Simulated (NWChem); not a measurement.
Lowest excitation of HGe (+1)

```
Ge
H 1 1.5917
```
Charge +1, spin multiplicity 1.

Program: NWChem. The geometry was optimised at PBE0/def2-SVP, a minimum by its harmonic frequencies.

Basis set: def2-SVPD. CR-EOMCCSD(T) is the triples correction to the same EOM-CCSD root.

```json
[
 {"method": "TD-PBE", "lowest vertical singlet excitation energy (eV)": "3.13", "difference from EOM-CCSD": "-0.23"},
 {"method": "CIS", "lowest vertical singlet excitation energy (eV)": "3.53", "difference from EOM-CCSD": "+0.16"},
 {"method": "TDA-BHandHLYP", "lowest vertical singlet excitation energy (eV)": "3.37", "difference from EOM-CCSD": "+0.01"},
 {"method": "CR-EOMCCSD(T)", "lowest vertical singlet excitation energy (eV)": "3.30", "difference from EOM-CCSD": "-0.06"},
 {"method": "EOM-CCSD", "lowest vertical singlet excitation energy (eV)": "3.36", "difference from EOM-CCSD": "0.00"},
 {"method": "TD-B3LYP", "lowest vertical singlet excitation energy (eV)": "3.18", "difference from EOM-CCSD": "-0.19"}
]
```

The values span 0.40 eV, from TD-PBE (lowest) to CIS (highest). 

The Hamiltonian is non-relativistic. The correlated methods keep 9 core orbitals frozen. B3LYP has NWChem's definition, with VWN1-RPA local correlation. The spin multiplicity of the parent species was assumed, not shown to be that of its ground state. The structure started from a generated list of species. No row is a measurement; the coupled-cluster row has its own basis-set and correlation limits.
